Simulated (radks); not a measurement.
The numbers below are computed, except where a source is named.
Spherical quantum dot in the effective-mass picture: electrons in a hard-walled sphere of radius 9.24, with a point charge +1 (a donor) at the centre, all in effective atomic units (hartree* = m*/eps^2 hartree, bohr* = eps/m* bohr), one dielectric constant everywhere. Level of theory: non-relativistic Kohn-Sham, LDA (Slater exchange, Perdew-Wang correlation), spin-polarised, spherical densities (a radial shooting solver with Libxc functionals). Levels are named by radial order and angular momentum (1s, 1p, 1d, 2s, ...), and open shells are averaged over m. Results are scaled to m* = 0.067 and eps = 5.9, for which hartree* = 52.37 meV and bohr* = 4.66 nm.

N = 9, configuration 1s2 1p6 2s(up 1, down 0). This is the lowest configuration that the search found. Occupied and some empty levels:

level,occupation,eigenvalue (meV),<r> (nm)
1s up,1,54.585,14.41
1s down,1,56.238,26.77
2s up,1,57.912,23.46
1p up,3,58.065,29.92
1p down,3,58.145,29.97
1d up,0,60.877,30.93
1d down,0,60.944,30.93
2s down,0,61.778,13.47
1f up,0,64.705,31.73
1f down,0,64.772,31.73
1g up,0,69.477,32.42
1g down,0,69.546,32.41
2p up,0,72.294,21.28
2p down,0,72.883,21.95

Energy (meV): total 213.324, kinetic 82.147, external -120.87, Hartree 326.57, exchange-correlation -74.523.

Electron density:

r (nm),n(r) (e/nm^3)
2.22,0.001143
4.37,0.0004649
6.51,0.0001973
8.66,0.00008920
10.8,0.00004509
13.0,0.00002761
15.1,0.00002201
17.3,0.00002219
19.4,0.00002553
21.5,0.00003070
23.7,0.00003663
25.8,0.00004214
28.0,0.00004575
30.1,0.00004598
32.3,0.00004175
34.4,0.00003310
36.6,0.00002173
38.7,0.00001056
40.9,2.723e-06
43.0,5.793e-09
